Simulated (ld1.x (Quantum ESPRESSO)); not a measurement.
## erbium (Er): variants of one PAW potential

Base potential:

ld1.x (Quantum ESPRESSO) 7.5 input, shortened:

```
&input
   title='Er', zed=68., rel=1, dft='PZ', iswitch=3,
   config='[Xe] 4f11 5d1 6s2 6p0'
 /
 &inputp
   pseudotype=3, lpaw=.true., tm=.true., lloc=-1, rcloc=1.20,
   nlcc=.false.,
   which_augfun='PSQ', rmatch_augfun=1.30
 /
8
6S  1  0   2.00   0.00  2.50  3.25  0.0
6S  1  0   0.00   4.25  2.50  3.25  0.0
5P  2  1   6.00   0.00  2.55  2.80  0.0
6P  3  1   0.00   0.00  2.55  2.80  0.0
5D  3  2   1.00   0.00  2.00  2.65  0.0
5D  3  2   0.00   4.20  2.00  2.65  0.0
4F  4  3  11.00   0.00  1.15  1.20  0.0
4F  4  3   0.00  -0.20  1.15  1.20  0.0
 &test
   configts(1)='4f11 5p6 5d1 6s2 6p0'
 /
```

Cutoffs, loose and tight: the cutoffs (Ry, on a coarse ladder) from which the occupation-weighted sum of valence levels, in a spherical-Bessel basis at the reference potential, stays within 10 and 1 mRy of its value at 400 Ry. They do not see the model core or the augmentation charge, which bear on the density cutoff. Test errors are all-electron minus pseudo excitation energies from the reference, over the configurations 4f12 5p6 5d0 6s2 6p0; 4f12 5p6 5d0 6s1 6p0; 4f12 5p6 5d0 6s0 6p0; 4f12 5p6 5d1 6s1 6p0; 4f11 5p6 5d0 6s2 6p0; 4f11 5p6 5d1 6s1 6p0; 4f12 5p6 5d0 6s0 6p1 (two spin-polarised tests are not counted in the largest error). A dash means not determined; rows that change the core or the reference have their own tests. The largest error is taken over the tests solved by every variant that gives reliable tests at all: 4f12 5p6 5d0 6s0 6p0; 4f12 5p6 5d0 6s1 6p0; 4f12 5p6 5d0 6s2 6p0.

A true bound ghost makes a file unfit for plane-wave use even where its test errors are small: the radial tests pick states by their node count and pass the ghost by. Where a test does run into it, the solver fails or the error is huge.

Cutoffs are not given where the Bessel-basis levels miss the radial ones by over 6 mRy, ghosts where they miss by over 20 mRy; a channel whose overlap is not positive is not tested.

A file whose overlap is not positive is unfit for use, and its test errors describe a broken file.

```tsv
change	outcome	bound ghosts	largest test error (meV)
base	generated, overlap not positive	not determined (overlap not positive)	-883
waves 5p (bound): rcut 1.72, rcutus 1.82 bohr; 6p (bound): rcut 1.72, rcutus 1.82 bohr	generated, overlap not positive	not determined (overlap not positive)	test run stopped at test 1 of 9 (negative rho)
waves 5p (bound): rcut 2.06, rcutus 2.18 bohr; 6p (bound): rcut 2.06, rcutus 2.18 bohr	generated, overlap not positive	not determined (overlap not positive)	-54
waves 5p (bound): rcut 2.32, rcutus 2.46 bohr; 6p (bound): rcut 2.32, rcutus 2.46 bohr	generated, overlap not positive	not determined (overlap not positive)	test run stopped at test 1 of 9 (negative rho)
waves 5p (bound): rcut 2.55, rcutus 2.86 bohr; 6p (bound): rcut 2.55, rcutus 2.86 bohr	generated, overlap not positive	not determined (overlap not positive)	-825
waves 5p (bound): rcut 2.55, rcutus 3.12 bohr; 6p (bound): rcut 2.55, rcutus 3.12 bohr	generated, overlap not positive	not determined (overlap not positive)	-257
waves 5p (bound): rcut 2.55, rcutus 3.46 bohr; 6p (bound): rcut 2.55, rcutus 3.46 bohr	generated, overlap not positive	not determined (overlap not positive)	-280
waves 5p (bound): rcut 2.55, rcutus 3.76 bohr; 6p (bound): rcut 2.55, rcutus 3.76 bohr	generated, overlap not positive	not determined (overlap not positive)	-308
```

Problem. What comes out with this change to the base: waves 5p (bound): rcut 2.55, rcutus 4.18 bohr; 6p (bound): rcut 2.55, rcutus 4.18 bohr?

Solution. outcome: generated, overlap not positive; bound ghosts: p (s not tested, overlap not positive); largest test error (meV): test run stopped at test 2 of 9 (negative rho), 1 before it not solved. A file whose overlap is not positive is unfit for use, and its test errors describe a broken file.

Reading the sweep of the p radius (base included, trends over the rows without a ghost): Bound ghosts are found at 4.18 bohr. Every judged row has one, so this setting neither creates nor removes them.
